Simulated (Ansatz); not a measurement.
MCl3 with several metals: PBE-D4/def2-TZVP single points in Ansatz on relaxed structures, gas phase. Core potentials for Ce, Dy, Er, Gd, La, Tb, Y, no spin–orbit coupling. HOMO and LUMO are taken over both spins. With an open 4f shell the SCF may have ended above the lowest state. Singlets are spin-restricted. The spins of the ions were chosen, not always searched. A dash marks a value that wasn't run or was left out as unsound. The structures are stationary points that may keep the symmetry of their start. Remarks come from the PBE and PBE0 runs and from stability tests at other levels; not every state was tested. HOMO above LUMO (over both spins in singlets and doublets, within one spin in higher multiplets; at PBE or PBE0), or a gap under 0.15 eV within one spin, warns that the state may not be the lowest or that an electron is smeared out.

```csv
species,atoms,state,geometry,HOMO (eV),LUMO (eV),gap (eV),vertical IE (eV),lowest of the spins relaxed,point group (within 0.1 Å),remarks
CrCl3,4,quartet; oxidised ion triplet,B3LYP-D4/def2-SVP,-6.48,-5.51,0.96,9.63,–,–,"gap within one spin near zero at PBE or PBE0 (+1 triplet), spin-contaminated (⟨S²⟩ up to 2.33) (+1 triplet), spin-contaminated (⟨S²⟩ up to 1.76) (doublet)"
FeCl3,4,sextet; oxidised ion septet,r2SCAN-D4/def2-SVP,-7.28,-6.41,0.87,10.73,"sextet, of quartet/sextet",D3h,"spin-contaminated (⟨S²⟩ up to 2.34) (doublet), spin-contaminated (⟨S²⟩ up to 4.07) (quartet)"
TiCl3,4,doublet; oxidised ion singlet,r2SCAN-D4/def2-SVP,-5.50,-4.39,1.11,8.55,–,D3h,–
LaCl3,4,singlet,PBE-D4/def2-SVP,-7.51,-3.45,4.06,10.11,–,C3v,gap within one spin near zero at PBE or PBE0 (+1 doublet)
ScCl3,4,singlet,B3LYP-D4/def2-SVP,-7.88,-4.19,3.69,10.65,–,D3h,–
VCl3,4,triplet; oxidised ion doublet,r2SCAN-D4/def2-SVP,-5.63,-5.26,0.37,8.78,–,C2v,restricted SCF unstable (singlet)
YCl3,4,singlet,PBE-D4/def2-SVP,-7.74,-3.69,4.05,10.40,–,D3h,–
CeCl3,4,doublet; oxidised ion singlet,r2SCAN-D4/def2-SVP,-4.91,-4.36,0.55,8.61,–,C3v,–
GdCl3,4,octet,PBE-D4/def2-SVP,-7.56,-5.05,2.51,–,–,C3v,–
TbCl3,4,septet,B3LYP-D4/def2-SVP,-6.79,-6.05,0.74,–,–,C3v,–
DyCl3,4,sextet,PBE0-D4/def2-SVP,-7.28,-6.46,0.82,–,–,–,–
ErCl3,4,quartet,r2SCAN-D4/def2-SVP,-7.79,-6.72,1.07,–,–,D3h,–
```

The gap (eV) runs from 0.37 (VCl3) to 4.06 (LaCl3). The vertical IE (eV) runs from 8.55 (TiCl3) to 10.73 (FeCl3).
